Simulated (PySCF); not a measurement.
Zn(SeH)2 (H₂Se₂Zn), SMILES [SeH][Zn][SeH]. Geometry optimised at PBE-D3(BJ)/def2-SVP. The values are those of a single conformer.

Question: Give the equilibrium geometry at PBE-D3(BJ)/def2-SVP (PySCF confirms it by a frequency run) as bond lengths and angles, and its point group. (The exact figures need the calculation; the answer reports its results.)

Answer: Several could match; the one computed here: point group C2.
Atoms: Zn1 Se2 H3 Se4 H5. Bond lengths (Å): Zn1–Se2 2.299, Zn1–Se4 2.299, Se2–H3 1.488, Se4–H5 1.488. Bond angles (°): Se2–Zn1–Se4 179.5, Zn1–Se2–H3 89.8, Zn1–Se4–H5 89.8.
Charge 0, spin multiplicity 1.
